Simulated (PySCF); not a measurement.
# CsSr, PBE0: how much the basis matters

PySCF, UKS reference; doublet, unpaired electrons σ ↑; De to Cs + Sr without counterpoise correction.

| basis | relativity | functions | Re (Å) | ωe (cm⁻¹) | De (eV) | μ (D) |
| --- | --- | --- | --- | --- | --- | --- |
| def2-SVP | scalar-relativistic core potentials | 47 | 4.948 | 35.9 | 0.16 | -2.30 |
| def2-SVPD | scalar-relativistic core potentials | 53 | 4.948 | 35.9 | 0.16 | -2.31 |
| x2c-TZVPall | spin-free X2C | 132 | 4.879 | 38.3 | 0.19 | -2.73 |

(1) How does each smaller set differ from the one with most functions, x2c-TZVPall?

A positive dipole means Cs(−)Sr(+). The bond is weak. Basis-set superposition, not corrected here, can be much of De in a small basis, most of all at correlated wavefunction levels. Functionals without a dispersion term scatter widely for such bonds, and LDA overbinds them. Spin–orbit coupling is left out. The state is the lowest determinant that a PBE0 search found; another state may lie lower at other levels.

Results:

(1) def2-SVP: +6.9 pm, -6.3 % in ωe, -0.03 eV in De; def2-SVPD: +6.9 pm, -6.3 % in ωe, -0.03 eV in De. All at PBE0; the set with most functions is neither the basis-set limit nor always the best. The rows treat relativity differently, so the differences are not basis effects alone.
